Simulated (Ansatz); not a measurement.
Consider the cleavage of the Si–Ge bond: `F[Si@H]1[O][Ge@H]1[SiH3]` + `[OH][SnH]([F])[F]` → `[F][SnH]([F])[O][SiH3]` + `F[SiH]1[O][GeH2]1`.

Calculated with Ansatz (gas phase, PBE0-D4/def2-TZVP geometries, no zero-point term in ΔE). CBS: MP2 limit from def2 TZ/QZ plus the TZ coupled-cluster correction, frozen cores. Functionals use def2-TZVPP. B3LYP here is the variant with VWN-RPA as its local correlation; programs differ in this. def2 core potentials past Kr. For Ge, Sn outer-core shells are correlated without core-valence functions, which leaves a few kJ/mol of doubt a bond. Scalar relativity is left out up to krypton. Each species was taken in one conformer, which may not be the lowest.

```
             level  ΔE (kJ/mol)  difference from CCSD(T)/CBS
            PBE-D4        -46.6                         27.1
         r2SCAN-D4        -65.4                          8.3
           PBE0-D4        -56.5                         17.2
          B3LYP-D4        -69.4                          4.3
           ωB97X-V        -73.3                          0.4
           ωB97M-V        -73.6                          0.1
            B2PLYP        -75.2                         -1.5
               PBE        -47.3                         26.4
            r2SCAN        -65.6                          8.1
              PBE0        -57.3                         16.4
             B3LYP        -70.6                          3.1
     HF/def2-TZVPP       -102.0                        -28.3
    MP2/def2-TZVPP        -77.4                         -3.7
SCS-MP2/def2-TZVPP        -83.3                         -9.6
   CCSD/def2-TZVPP        -78.1                         -4.4
CCSD(T)/def2-TZVPP        -74.1                         -0.4
     HF/def2-QZVPP       -105.4                        -31.7
    MP2/def2-QZVPP        -78.4                         -4.7
SCS-MP2/def2-QZVPP        -84.5                        -10.8
      HF/CBS(def2)       -105.9                        -32.2
     MP2/CBS(def2)        -77.0                         -3.3
    CCSD/CBS(def2)        -77.7                         -4.0
       CCSD(T)/CBS        -73.7                            0
```

Largest T1 diagnostic among the species: 0.015.

From PBE to PBE0 (25 % exact exchange), in def2-TZVPP and without D4, ΔE moves by −9.9 kJ/mol. In def2-TZVPP, CCSD(T) changes the Hartree–Fock value by +28.0 kJ/mol (the triples alone add +4.1 kJ/mol) and MP2 by +24.6 kJ/mol.
